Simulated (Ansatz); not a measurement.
Geometry optimisation, Ansatz 0.2.0, UKS PBE0-D4/6-31G*.

Input:

```yaml
crystal:
  periodic: [false, false, false]
  atoms:
    - { symbol: Al, position_ang: [0.034002, 0.016323, -0.212014] }
    - { symbol: Cl, position_ang: [0.043253, 0.283571, 1.966731] }
    - { symbol: "N", position_ang: [1.597115, 0.048636, -1.030504] }
    - { symbol: H, position_ang: [1.751309, -0.088139, -2.019614] }
    - { symbol: H, position_ang: [2.469857, 0.199108, -0.545123] }
    - { symbol: "N", position_ang: [-1.53539, -0.212371, -0.986364] }
    - { symbol: H, position_ang: [-2.405985, -0.239192, -0.475309] }
    - { symbol: H, position_ang: [-1.694726, -0.318048, -1.977856] }
    - { symbol: Si, position_ang: [-0.150579, 0.338331, 5.29429] }
    - { symbol: H, position_ang: [-0.997138, -0.835454, 4.936089] }
    - { symbol: H, position_ang: [1.302068, 0.037229, 5.102975] }
    - { symbol: H, position_ang: [-0.413786, 0.770006, 6.708898] }
magnetization:
  spin_polarized: true
  initial_magnetization: 1
basis:
  gaussian: { orbitals: "6-31G*" }
hamiltonian:
  xc: pbe0
  dispersion: d4
relax:
  f_tol: 0.03
  max_steps: 50
output:
  orbitals: {}
```

Run as:

```bash
$ ansatz run input.yaml --threads 4 --pin off --max-ram 5120MiB --backend cpu --events-out ev --progress --plain --runs-dir out
```

**Question.** Where does it end, and by what steps?

**Answer.** The run converged. The force dipped under the threshold on the way, but the program's further checks kept it going. After 10 steps the energy has fallen by 0.069 eV; H12 moved furthest, 0.37 Å.

```
step  energy less start (eV)  largest force component (eV/Å)  accepted
   0                  0.0000                           1.154       yes
   1                 -0.0610                           0.421       yes
   2                 -0.0653                           0.064       yes
   3                 -0.0660                           0.032       yes
   4                 -0.0665                           0.019       yes
   5                 -0.0668                           0.126       yes
   6                 -0.0678                           0.068       yes
   7                 -0.0682                           0.009       yes
   8                 -0.0685                           0.009       yes
   9                 -0.0687                           0.041       yes
  10                 -0.0688                           0.013       yes
```

```xyz
12
Properties=species:S:1:pos:R:3
Al 0.066 0.005 -0.268
Cl 0.119 0.259 1.826
N 1.603 0.035 -1.139
H 1.716 -0.070 -2.137
H 2.498 0.164 -0.689
N -1.512 -0.219 -1.031
H -2.382 -0.232 -0.520
H -1.674 -0.350 -2.019
Si -0.215 0.393 5.530
H -1.080 -0.719 5.048
H 1.209 0.174 5.151
H -0.347 0.559 7.008
```

Whether the end is a true minimum wasn't checked by a vibrational analysis.

Time of the run: 30 s on 4 threads of Arm Neoverse V2, on a shared host, peak memory 0.34 GiB.
